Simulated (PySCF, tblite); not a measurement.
H8O3Si3.
Geometry (GFN2-xTB, Å), atoms numbered from 1 in this order:
```xyz
14
H8O3Si3 angstrom
O     -3.305    0.851   -0.146
Si    -1.702    1.037   -0.285
O     -1.018   -0.438   -0.286
Si     0.320   -1.328   -0.142
O      1.614   -0.393    0.108
Si     2.317    1.008    0.513
H     -3.770    0.155   -0.602
H     -1.347    1.660   -1.558
H     -1.343    1.787    0.907
H      0.536   -1.988   -1.421
H      0.141   -2.169    1.033
H      2.283    1.118    1.972
H      3.677    0.865   -0.001
H      1.596    2.115   -0.114
```

Theory: CAM-B3LYP/def2-SVPD in PySCF (dipole) on a GFN2-xTB geometry, gas phase.

Take the most abundant isotopes and a rigid rotor. The values belong to one conformer with, in the numbering `[OH:1][SiH2:2][O:3][SiH2:4][O:5][SiH3:6]`, H–O1–Si2–O3 -40°, O1–Si2–O3–Si4 -165°, Si2–O3–Si4–O5 -1°, O3–Si4–O5–Si6 17°.

Give the principal moments of inertia and the rotational constants in GHz.

Ia = 152.02, Ib = 528.83, Ic = 658.94 u·Å²; 505379 MHz·u·Å²/I gives 3324, 955.6 and 767.0 MHz, that is A = 3.3244, B = 0.9556, C = 0.7670 GHz.

What kind of rotor is it?

An asymmetric top; Ray's κ = -0.852.

What does the inertial defect say?

Not planar: Δ = Ic − Ia − Ib = -21.91 u·Å². For a rigid frame Δ = −2 Σ m c², so Σ m c² = 10.96 u·Å² lies off the ab plane: 9.21 from hydrogen and 1.75 from heavier atoms. The atom farthest from that plane is 1.54 Å away.

List the rotational levels J(Ka,Kc) to J = 2 (cm⁻¹).

Above 0(0,0):
J = 1: 1(0,1) 0.0575, 1(1,1) 0.1365, 1(1,0) 0.1428
J = 2: 2(0,2) 0.1720, 2(1,2) 0.2451, 2(1,1) 0.2640, 2(2,1) 0.5010, 2(2,0) 0.5014
The levels of one J sum to (2J + 1)J(J + 1)(A + B + C)/3.

Which types of transition are allowed, and where do some lines up to J = 3 fall?

The dipole components are |μa| = 0.16 D, |μb| = 0.48 D, |μc| = 0.56 D. The squared components, which scale the intensities, stand as 0.08 : 0.73 : 1.00 (a : b : c). Some lines, for components of 0.1 D or more:

```
type  branch         J(Ka,Kc)    MHz  lower level (cm⁻¹)
   b       R  2(0,2) ← 1(1,1)   1066               0.136
   b       R  3(0,3) ← 2(1,2)   2934               0.245
   b       Q  3(1,2) ← 3(0,3)   3076               0.343
   a       R  3(1,2) ← 2(1,1)   5444               0.264
   c       Q  3(2,2) ← 3(1,2)   6830               0.446
   b       Q  3(2,1) ← 3(1,2)   6884               0.446
   c       Q  2(2,1) ← 2(1,1)   7106               0.264
   b       Q  3(2,2) ← 3(1,3)   7962               0.408
   c       R  3(1,2) ← 2(0,2)   8201               0.172
   c       R  2(2,0) ← 1(1,0)  10751               0.143
   c       Q  3(3,1) ← 3(2,1)  12268               0.675
   b       R  3(3,1) ← 2(2,0)  17479               0.501
   c       R  3(3,0) ← 2(2,0)  17479               0.501
   b       R  3(3,0) ← 2(2,1)  17490               0.501
```

Its lowest GFN2-xTB frequency is 19i cm⁻¹, too small to tell a flat minimum from a shallow saddle. No vibrational averaging or centrifugal distortion is included, and the geometry carries the error of its method. A rigid rotor knows nothing of internal rotation, which can split or shift real lines.

The run took 48 s wall on an Arm Neoverse V2 with one thread, on a shared host, and the process peaked at 0.92 GiB of memory. This is the CAM-B3LYP/def2-SVPD job that gave the dipole, with the excitations it also computed.
